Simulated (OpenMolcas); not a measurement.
**Se4+: CASPT2 settings compared**

```
Program             : OpenMolcas 26.06
Basis               : ANO-RCC-VTZP [6s5p3d1f]
Scalar Hamiltonian  : DKH3, point nucleus
Active space        : 2 electrons in 4 orbitals (4s 4p)
State averaging     : 2S+1 = 1 even, 1 root; 2S+1 = 1 odd, 3 roots; 2S+1 = 3 odd, 3 roots kept (CI in the orbitals of an earlier block)
Spin-orbit coupling : RASSI with atomic mean-field integrals over the reference wave functions, term energies averaged over their components
```

Methods on the same reference wave functions:
A. CASSCF
B. SS-CASPT2, IPEA 0.35 Eh, real shift 0.1 Eh (closed shells correlated: 3s 3p 3d)
C. SS-CASPT2, IPEA 0.75 Eh, sigma2 regulariser 0.15 Eh (closed shells correlated: 3d)
D. XMS-CASPT2, IPEA 0.5 Eh, no level shift (closed shells correlated: 3d)

Energies in cm-1 above 4s2 1S0, the measured ground level; measured values from the list in Rauch et al., Astron. Astrophys. 606, A105 (2017).

| Level | A | B | C | D | Measured |
| --- | --- | --- | --- | --- | --- |
| 4s2 1S0 | 0.0 | 0.0 | 0.0 | 0.0 | 0.0 |
| 4s 4p 3P* 0 | 89443 | 88382 | 88481 | 87886 | 89749 |
| 4s 4p 3P* 1 | 90720 | 89649 | 89750 | 89153 | 91350 |
| 4s 4p 3P* 2 | 93487 | 92425 | 92525 | 91929 | 94960 |
| 4s 4p 1P* 1 | 142237 | 134901 | 135567 | 134107 | 131733 |

Deviations, from unrounded energies. A percentage is the sum of absolute deviations over the sum of measured energies, with the sign that they share, or ± where signs differ.

```json
{"Against measurement": "mean absolute deviation (cm-1)", "Levels": "4", "A": "3200", "B": "2200", "C": "2300", "D": "2400"}
{"Against measurement": "other configurations (%)", "Levels": "4", "A": "±3.2", "B": "±2.2", "C": "±2.2", "D": "±2.3"}
```

B, C lie about equally close to measurement and A furthest from it. The largest miss of B in the table is 4s 4p 1P* 1, by +3200 cm-1. The ranking rests on the paired levels alone, and a cruder setting can come out closer through cancelling errors.

Among B to D the level of the table that moves most is 4s 4p 1P* 1, by 1500 cm-1 (lowest in D, highest in C).

The lowest spin-free term lies below A's lowest term by 0.069 hartree in B, 0.039 hartree in C, 0.040 hartree in D.

Terms from blocks run as CI alone lack orbitals of their own. Computed and measured levels are paired by configuration, term and J; levels that our copy of the source lacks, or whose pairing is in doubt (as where it misses far off the trend of its configuration), stay unpaired and out of the deviations. Only configurations of the active space appear.

* marks odd parity.
